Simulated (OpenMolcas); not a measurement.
Ag2+ among 6 point charges of -0.75 e arranged as an octahedron (Oh), 1.9 Å from the ion.

```
Program             : OpenMolcas
Method              : CASSCF
Basis               : ANO-RCC-VDZP [6s5p3d1f]
Scalar Hamiltonian  : DKH2, point nucleus
Active space        : 9 electrons in 5 orbitals (4d)
State averaging     : 2S+1 = 2 even, 5 roots
Spin-orbit coupling : RASSI with atomic mean-field integrals over the reference wave functions
```

What is the spin-free ground state (labels of O, the rotations of Oh)?

2E, 2-fold in its orbital part, 100 % from free-ion D terms; it has the highest spin that d9 allows.

Where is the first state of the same spin?

2T2 at 3890 cm-1 above the ground state.

What are the lowest two levels with spin-orbit coupling?

A 4-fold level Γ8, then a 2-fold level Γ7 2982 cm-1 above it. Their leading multiplicities are 2 (100 %) and 2 (100 %).

What is χT at 300 K, and how does it compare with the textbook value?

The lowest level has 2S+1 = 2, for which the spin-only value is χT = S(S+1) / 2 = 0.375 cm3 K/mol (g = 2). The computed 0.956 at 300 K differs by +0.581, through orbital momentum, spin-orbit coupling and any other state in reach.

Which ligand-field parameters describe the states?

The gap between the two states is 10Dq = 3889 cm-1. 

An orbital doublet at a regular site is open to a Jahn-Teller distortion, which this geometry leaves out. The ground term spreads over less than 5000 cm-1, several times less than with real ligands, so orbital moments are less quenched and χT lies further from the spin-only value than at real sites. Point charges carry no covalency, so the field is a model and not that of real ligands. No measured value stands beside these numbers.
